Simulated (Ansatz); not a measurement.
Ansatz results at the PBE0-D4/def2-TZVP geometry: HOMO energy (PBE/def2-TZVPP) -6.44 eV; LUMO energy (B3LYP/def2-TZVPP) -0.89 eV; size of the dipole moment (B3LYP/def2-TZVPP) 1.84 D.

Each molecule was computed in one conformer, which needn't be the lowest.

Which molecule gave them?
A. `CO[SiH2]O[SiH3]`
B. `CO[SiH](O)[SiH3]`
C. `CO[SiH2][SiH2]O`
D. `O[SiH](Cl)[SiH](Cl)Cl`

C. The others give `O[SiH](Cl)[SiH](Cl)Cl`: -6.88, -1.15, 1.30; `CO[SiH2]O[SiH3]`: -6.94, -0.10, 1.00; `CO[SiH](O)[SiH3]`: -6.66, -0.30, 1.16.

B3LYP here is the variant with VWN-RPA as its local correlation; programs differ in this.
